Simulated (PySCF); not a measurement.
A species of formula C5H16N2Si2 has this rotational fingerprint, computed with PBE0-D3(BJ)/def2-SVP geometry optimisation, gas phase (PySCF):

| Property | Result |
| --- | --- |
| Rotational constants | A = 2572, B = 580.5, C = 505.0 MHz |
| Dipole components | \|μa\| = 0.87 D, \|μb\| = 0.18 D, \|μc\| = 0.53 D |
| Inertial defect | -66.32 u·Å² |
| κ | -0.93 |

**Question.** Which candidate fits, each taken in the one conformer that was computed?
A. `[CH3:1][C@@H:2]1[CH2:3][SiH2:4][NH:5][Si@@H:6]1[N:7]([CH3:8])[CH3:9]` with N5–Si6–N7–C8 148°, C1–C2–C3–Si4 -164°, C2–C3–Si4–N5 31°, C3–Si4–N5–Si6 -12°, Si4–N5–Si6–N7 117°
B. `[NH2:1][Si@@H:2]([CH2:3][SiH3:4])[N:5]1[CH2:6][CH2:7][CH2:8][CH2:9]1` with H–N1–Si2–C3 -62° and 94°, N1–Si2–C3–Si4 -33°, N1–Si2–N5–C6 50°, Si2–N5–C6–C7 116°, N5–C6–C7–C8 24°, C6–C7–C8–C9 -1°, C7–C8–C9–N5 -23°
C. `[CH3:1][Si@:2]([NH2:3])([SiH3:4])[N:5]1[CH2:6][CH2:7][CH2:8][CH2:9]1` with C1–Si2–N3–H -153° and 62°, C1–Si2–N5–C6 -167°, Si2–N5–C6–C7 170°, N5–C6–C7–C8 37°, C6–C7–C8–C9 -39°, C7–C8–C9–N5 26°

**Answer.** B. It is N[Si@@H](C[SiH3])N1CCCC1, a near-prolate asymmetric top, point group C1. The candidates at the same level (rigid rotor, commonest isotopes):

```
                       SMILES  A (MHz)  B (MHz)  C (MHz)  μa (D)  μb (D)  μc (D)  Δ (u·Å²)  point group                        rotor
     C[Si@](N)([SiH3])N1CCCC1     1632    721.3    691.3    1.63    0.96    1.01   -279.34           C1  near-prolate asymmetric top
C[C@@H]1C[SiH2]N[Si@@H]1N(C)C     1678    884.7    724.0    0.73    0.15    0.39   -174.35           C1               asymmetric top
     N[Si@@H](C[SiH3])N1CCCC1     2572    580.5    505.0    0.87    0.18    0.53    -66.32           C1  near-prolate asymmetric top
```

`C[Si@](N)([SiH3])N1CCCC1` has C 37 % too high; `C[C@@H]1C[SiH2]N[Si@@H]1N(C)C` has B 52 % too high. No structure here is proved a minimum.
